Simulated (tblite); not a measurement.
Problem. Write Cartesian coordinates for InChI=1S/C6H10F2SSi/c1-3-4-5(7)6(8)10-9-2/h5-6H,10H2,1-2H3/t5-,6-/m1/s1 as optimised with GFN2-xTB.

Solution. 
```
atom  x, y, z in Å
C1     4.7583    0.1114   -0.5557
C2     3.3367    0.2463   -0.3494
C3     2.1617    0.3569   -0.1382
C4     0.7267    0.4746    0.0213
F5     0.2486    1.5638   -0.7023
C6    -0.0183   -0.7818   -0.4267
F7     0.5149   -1.2664   -1.6100
Si8   -1.8770   -0.4390   -0.7334
S9    -2.6511    0.1078    1.1830
C10   -4.4027    0.3084    0.7377
H11    4.9574   -0.1185   -1.6017
H12    5.2630    1.0398   -0.2907
H13    5.1458   -0.6951    0.0657
H14    0.4606    0.6791    1.0684
H15    0.1562   -1.5676    0.3163
H16   -2.0640    0.6299   -1.7039
H17   -2.5025   -1.6887   -1.1605
H18   -4.5042    1.1162    0.0208
H19   -4.7808   -0.6192    0.3211
H20   -4.9345    0.5529    1.6509
```

Orientation and origin are arbitrary. Atoms count from 1 in this order. Si8 (SiH2 silicon) is distorted tetrahedral (angles from 104.7° to 112.2°). Of the pairs four or more bonds apart, F5···H16 is among the closest relative to their van der Waals radii: 2.69 Å, 101 % of the sum of Bondi's values. The 4 C–C bonds span 1.199 Å (C2≡C3, drawn triple) to 1.528 Å (C4–C6, drawn single), a spread of 0.329 Å.

Bonds between heavy atoms (Å): C1–C2 1.443, C2≡C3 1.199, C3–C4 1.449, C4–F5 1.392, C4–C6 1.528, C6–F7 1.385, C6–Si8 1.915, Si8–S9 2.138, S9–C10 1.818.

The geometry is computed with GFN2-xTB (gas phase).

Point group: C1 (no symmetry element, even within 0.4 Å). Its GFN2-xTB frequencies are all real (lowest 20 cm⁻¹). The numbers are those of one conformer (C3–C4–C6–F7 -42°, C4–C6–Si8–S9 -64°, C6–Si8–S9–C10 -177°).

Hardware: Arm Neoverse N1, one thread, no GPU, shared host with 64 logical CPUs at a one-minute load of 55. Cost: 2.7 s of wall time. That covers the optimisation of the geometry.
